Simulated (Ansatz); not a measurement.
`CB[SiH2]S` → `BC` + `[SiH]S` at 400 K and 1 bar (silylene formation by 1,1-elimination).

Isolated molecules relaxed with PBE0-D4/def2-TZVP in Ansatz; ΔE leaves out vibrations. CCSD(T)/CBS is the MP2 limit (def2-TZVPP, def2-QZVPP) plus CCSD(T) − MP2 in def2-TZVPP, frozen cores. This one scheme is used for every species. One conformer a species, not always the lowest.

| species | CCSD(T)/CBS energy (Eh) | H − E (kJ/mol) | S (J/(mol·K)) |
| --- | --- | --- | --- |
| `CB[SiH2]S` | -753.91845 | 231.3 | 393.6 |
| `BC` | -65.83255 | 164.9 | 265.6 |
| `[SiH]S` | -688.02937 | 61.1 | 271.5 |

H − E and S are ideal-gas, rigid-rotor, harmonic terms from PBE0-D4/def2-TZVP, for one conformer and one mirror image of each species. 1 Eh = 2625.50 kJ/mol, R = 8.31446 J/(mol·K).

**Question.** By hand: ΔE, ΔH, ΔS and ΔG.

**Answer.** ΔE = (-65.83255) + (-688.02937) − (-753.91845) = 0.05653 Eh = 148.4 kJ/mol. Δ(H − E) = 164.9 + 61.1 − 231.3 = -5.3, so ΔH = 143.1 kJ/mol. ΔS = 265.6 + 271.5 − 393.6 = 143.5 J/(mol·K). ΔG = 143.1 − 400 × (143.5)/1000 = 85.7 kJ/mol.

**Question.** By hand: the equilibrium constant, and the temperature at which ΔG would vanish if ΔH and ΔS stayed fixed.

**Answer.** log₁₀ K = −ΔG/(RT ln 10) = -11.2. ΔG = 0 at ΔH/ΔS = 997 K.

The number of gas molecules changes by +1, which sets the sign of ΔS. A doubt of 5 kJ/mol in ΔE shifts log₁₀ K by 0.7 here. Other conformers and mirror images would add mixing entropy, several J/(mol·K) or more a flexible species. Modes under 60 cm⁻¹, often nearly free rotors, make the harmonic entropy too high. These are equilibria of isolated gas molecules and say nothing of rates. Largest T1 diagnostic: 0.016 (customary marks: 0.02 for closed shells, 0.045 for open ones).
